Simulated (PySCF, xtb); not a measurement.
3-fluoro-3-methylbut-1-yne (C5H7F), SMILES C#CC(C)(C)F.

Harmonic wavenumbers (cm⁻¹) from GFN2-xTB in xtb 6.7.1 at its own minimum, in rising order: 153, 155, 168, 211, 330, 358, 389, 494, 506, 669, 681, 738, 879, 952, 964, 1007, 1151, 1185, 1239, 1388, 1401, 1465, 1476, 1477, 1489, 2284, 3038, 3043, 3046, 3047, 3051, 3056, 3393.

Q: What does PBE-D3(BJ)/def2-SVP (PySCF 2.14.0) give at its own minimum? (Estimate from the structure and the level; the computed values follow.)

A: 169, 175, 222, 264, 338, 377, 400, 543, 547, 646, 684, 710, 870, 899, 941, 970, 1140, 1180, 1221, 1324, 1340, 1392, 1398, 1411, 1424, 2163, 2985, 2988, 3084, 3088, 3094, 3095, 3407. Paired by order, the mean absolute difference is 39 cm⁻¹ and the zero-point energies are 64.2 and 63.6 kcal/mol.
